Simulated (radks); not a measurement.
Values are calculated unless marked as measured or tabulated.
Question: All-electron atom: Pm3+ in [Xe] 4f1 5d2 6s1 (not the ground configuration). Code: a radial shooting solver on a logarithmic mesh with Libxc functionals. Model: Dirac Kohn-Sham, BLYP, spin-unpolarised, spherical densities, point nucleus; open shells fill j = l - 1/2 first. Some entries of the table are withheld. Estimate them.

orbital  occ.  eigenvalue (hartree)  r(max) (bohr)
1s1/2       2             -1655.399        0.01478
2s1/2       2             -270.9535        0.08396
2p1/2       2             -256.6834        0.06370
2p3/2       4             -236.0970        0.06924
3s1/2       2             -61.04257         0.2389
3p1/2       2             -54.92969         0.2259
3p3/2       4             -50.79432         0.2377
3d3/2       4             -40.16600         0.1900
3d5/2       6             -39.27131         0.1933
4s1/2       2                   (1)         0.5500
4p1/2       2             -11.61097         0.5559
4p3/2       4             -10.67675         0.5804
4d3/2       4              -6.81225         0.5908
4d5/2       6              -6.64129         0.5986
5s1/2       2              -3.06778          1.223
5p1/2       2              -2.35276          1.311
5p3/2       4              -2.18515          1.370
4f5/2       1              -2.11779            (2)
4f7/2       0              -2.09280            (3)
5d3/2       2              -1.17630          1.664
5d5/2       0              -1.15554          1.687
6s1/2       1              -0.93646          2.778

Answer: 
(1) 4s1/2 eigenvalue (hartree): -13.95066
(2) 4f5/2 r(max) (bohr): 0.5906
(3) 4f7/2 r(max) (bohr): 0.5942
